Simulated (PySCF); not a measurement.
Working out the ionisation energy of C²⁺

C²⁺ [He] 2s2 (1S) → C³⁺ [He] 2s1 (2S). Calculation: PySCF 2.14, in ANO-RCC-VQZP (5s4p3d2f1g, 55 functions); scalar relativity by spin-free X2C-1e. Frozen: nothing. Energies in hartree (1 hartree = 27.21139 eV):

```
             part  C²⁺ (lower)  C³⁺ (upper)
              UHF   -36.423233   -34.740140
MP2 opposite-spin    -0.057687    -0.011465
    MP2 same-spin    -0.001407    -0.000752
```

What does Hartree-Fock give?

(-34.740140) − (-36.423233) = 1.683093 hartree = 45.799 eV.

What do MP2 and SCS-MP2 (6/5 opposite-spin, 1/3 same-spin) give?

The opposite-spin parts differ by 1.258 eV and the same-spin parts by 0.018 eV. MP2: 45.799 + (1.258) + (0.018) = 47.075 eV. SCS-MP2: 45.799 + 1.2 × (1.258) + (0.018)/3 = 47.315 eV.

Measured between the centres of the two terms (NIST): 47.888 eV, so MP2 (valence and next inner shell) is off by -0.813 eV.

What remains against the reference includes basis incompleteness and correlation beyond second order.
